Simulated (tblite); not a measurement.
Compound: C7H9N2 (doublet state).
Numbering: `[CH2:1]=[CH:2][CH:3][CH2:4][c:5]1[n:6][cH:7][cH:8][nH:9]1` (hydrogens: H10, H11 on C1; H12 on C2; H13 on C3; H14, H15 on C4; H16 on C7; H17 on C8; H18 on N9)
Bond orders are those of one Lewis drawing.

Computed with GFN2-xTB (tblite), gas phase: L-BFGS steps from a force-field or distance-geometry start until the largest atomic force falls under 0.01 eV/Å.

Step 9: E = -689.5700 eV
```
atom  x, y, z in Å  |  force x, y, z in eV/Å
C1     -3.2753    0.7335   -0.4367    0.064   0.011   0.036
C2     -2.2691    0.1195    0.2641   -0.010   0.017  -0.005
C3     -1.2715   -0.6482   -0.3004   -0.011  -0.023  -0.037
C4     -0.1619   -1.2655    0.4779   -0.064   0.011  -0.019
C5      1.1449   -0.5665    0.2668   -0.034   0.043  -0.014
N6      2.3031   -1.1439    0.0890   -0.025   0.087   0.025
C7      3.2150   -0.1379    0.0031    0.014   0.034  -0.038
C8      2.5955    1.0713    0.1227    0.003   0.018  -0.035
N9      1.2663    0.7884    0.2896    0.035   0.020   0.029
H10    -3.3429    0.6580   -1.5093    0.032  -0.034   0.064
H11    -4.0207    1.3279    0.0600    0.001  -0.034  -0.004
H12    -2.2527    0.2385    1.3439   -0.011   0.033  -0.056
H13    -1.2840   -0.8166   -1.3674    0.081   0.047  -0.004
H14    -0.4017   -1.2382    1.5461    0.012  -0.048   0.007
H15    -0.0060   -2.3029    0.1731   -0.023  -0.017   0.048
H16     4.2570   -0.3455   -0.1403   -0.041  -0.026   0.003
H17     2.9725    2.0750    0.0941   -0.040  -0.073   0.016
H18     0.5228    1.4594    0.4069    0.018  -0.066  -0.015
```

Step 10: E = -689.5716 eV
```
atom  x, y, z in Å  |  force x, y, z in eV/Å
C1     -3.2724    0.7326   -0.4362   -0.016   0.063   0.000
C2     -2.2670    0.1215    0.2650    0.032  -0.032  -0.014
C3     -1.2715   -0.6487   -0.3018   -0.002  -0.001   0.006
C4     -0.1639   -1.2652    0.4786   -0.017  -0.009  -0.003
C5      1.1421   -0.5652    0.2673   -0.022   0.037  -0.034
N6      2.2994   -1.1435    0.0878   -0.018   0.064   0.026
C7      3.2120   -0.1389    0.0009   -0.008   0.049  -0.017
C8      2.5941    1.0710    0.1221   -0.010  -0.010  -0.040
N9      1.2650    0.7893    0.2884    0.019   0.007   0.042
H10    -3.3425    0.6570   -1.5093    0.044  -0.040   0.085
H11    -4.0206    1.3251    0.0596    0.011  -0.034  -0.005
H12    -2.2500    0.2406    1.3453   -0.011   0.023  -0.077
H13    -1.2762   -0.8114   -1.3700    0.058   0.045   0.013
H14    -0.3991   -1.2399    1.5479   -0.016  -0.036  -0.005
H15    -0.0025   -2.3022    0.1755   -0.038  -0.022   0.036
H16     4.2528   -0.3479   -0.1396    0.006  -0.033  -0.011
H17     2.9705    2.0735    0.0955   -0.018  -0.031   0.009
H18     0.5210    1.4586    0.4062    0.006  -0.039  -0.011
```

Problem. Estimate the geometry and energy of step 11. (The exact step hangs on the optimiser's Hessian estimate; all steps are aligned on step 10, rigid shifts and turns removed.)

Solution. E = -689.5727 eV, largest force 0.093 eV/Å
```
atom  x, y, z in Å  |  force x, y, z in eV/Å
C1     -3.2700    0.7327   -0.4355   -0.050   0.075  -0.022
C2     -2.2650    0.1226    0.2650    0.037  -0.042  -0.010
C3     -1.2715   -0.6491   -0.3026    0.020   0.002   0.021
C4     -0.1656   -1.2651    0.4790    0.019  -0.020   0.014
C5      1.1392   -0.5634    0.2670    0.015   0.006  -0.034
N6      2.2964   -1.1421    0.0873   -0.024   0.025   0.017
C7      3.2096   -0.1388   -0.0010    0.001   0.013  -0.004
C8      2.5928    1.0705    0.1209   -0.013   0.013  -0.033
N9      1.2644    0.7900    0.2883   -0.024   0.002   0.042
H10    -3.3413    0.6554   -1.5078    0.045  -0.041   0.065
H11    -4.0204    1.3224    0.0593    0.003  -0.019   0.007
H12    -2.2480    0.2427    1.3449   -0.006   0.013  -0.067
H13    -1.2690   -0.8064   -1.3717    0.040   0.041   0.018
H14    -0.3976   -1.2418    1.5492   -0.035  -0.024  -0.011
H15    -0.0006   -2.3021    0.1780   -0.046  -0.024   0.022
H16     4.2495   -0.3503   -0.1393    0.026  -0.030  -0.019
H17     2.9687    2.0718    0.0967    0.002   0.014   0.003
H18     0.5197    1.4574    0.4055   -0.011  -0.004  -0.007
```

The energy changes by -0.0012 eV. The first-order estimate −F·Δx gives -0.0017 eV and the mean of the old and new forces, exact on a quadratic surface, -0.0012 eV. The step makes an angle of 60° with the force vector and moves no atom by more than 0.009 Å.

The cost below is that of the whole relaxation. The run took 0.29 s wall on Arm Neoverse V2, one thread, shared host with 48 logical CPUs at a one-minute load of 29.
